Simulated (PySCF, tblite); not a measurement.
Isomers of C5H10NO (doublet state), one GFN2-xTB conformer each. Single-point energies are computed at B3LYP/pcH-1 (PySCF, gas phase, no added dispersion term), electronic only. GFN2-xTB treats the open shell by occupation alone, and not every SCF solution was tested for stability.

```tsv
SMILES	GFN2-xTB relative energy (kJ/mol)
[CH]1CCCOCN1	1.4
C1CCOC[N]C1	0.0
[CH2]CC(=O)N(C)C	13.7
[CH2][C@@H](C)C(=O)NC	15.7
```

Conformers: `[CH:1]1[CH2:2][CH2:3][CH2:4][O:5][CH2:6][NH:7]1` (doublet state) with N7–C1–C2–C3 63°, C1–C2–C3–C4 -75°, C2–C3–C4–O5 63°, C3–C4–O5–C6 -69°; `[CH2:1]1[CH2:2][CH2:3][O:4][CH2:5][N:6][CH2:7]1` (doublet state) with C7–C1–C2–C3 59°, C1–C2–C3–O4 -65°, C2–C3–O4–C5 87°, C3–O4–C5–N6 -64°; `[CH2:1][CH2:2][C:3](=[O:4])[N:5]([CH3:6])[CH3:7]` (doublet state) with H–C1–C2–C3 84° and -80°, C1–C2–C3–O4 96°, C2–C3–N5–C6 -7°; `[CH2:1][C@@H:2]([CH3:3])[C:4](=[O:5])[NH:6][CH3:7]` (doublet state) with H–C1–C2–C3 -32° and 163°, C1–C2–C4–O5 -94°, C2–C4–N6–C7 -175°.

Problem. What does B3LYP/pcH-1 give for the same structures?

Solution. 
| SMILES | B3LYP/pcH-1 E (Eh) | B3LYP/pcH-1 (kJ/mol) | GFN2-xTB (kJ/mol) | point group |
| --- | --- | --- | --- | --- |
| [CH2][C@@H](C)C(=O)NC | -326.51187 | 0.0 | 15.7 | C1 |
| [CH2]CC(=O)N(C)C | -326.49908 | 33.6 | 13.7 | C1 |
| [CH]1CCCOCN1 | -326.48643 | 66.8 | 1.4 | C1 |
| C1CCOC[N]C1 | -326.47920 | 85.8 | 0.0 | C1 |

GFN2-xTB puts C1CCOC[N]C1 lowest instead; measured from each level's own lowest isomer, the values differ by up to 85.8 kJ/mol (C1CCOC[N]C1: 0.0 against 85.8). As drawn, the lowest has an N–H bond, which the highest lacks. Neighbours under 21 kJ/mol apart ([CH]1CCCOCN1 and C1CCOC[N]C1) can change places with a better method, another conformer or zero-point energy.

Problem. What happens when harmonic zero-point energies from GFN2-xTB frequencies are added?

Solution. 
```
               SMILES  ZPE (kJ/mol)  electronic (kJ/mol)  with ZPE (kJ/mol)
[CH2][C@@H](C)C(=O)NC         368.9                  0.0                0.0
     [CH2]CC(=O)N(C)C         369.3                 33.6               34.0
         [CH]1CCCOCN1         382.0                 66.8               79.9
          C1CCOC[N]C1         380.6                 85.8               97.5
```

The zero-point energies span 13.1 kJ/mol. The order is unchanged.
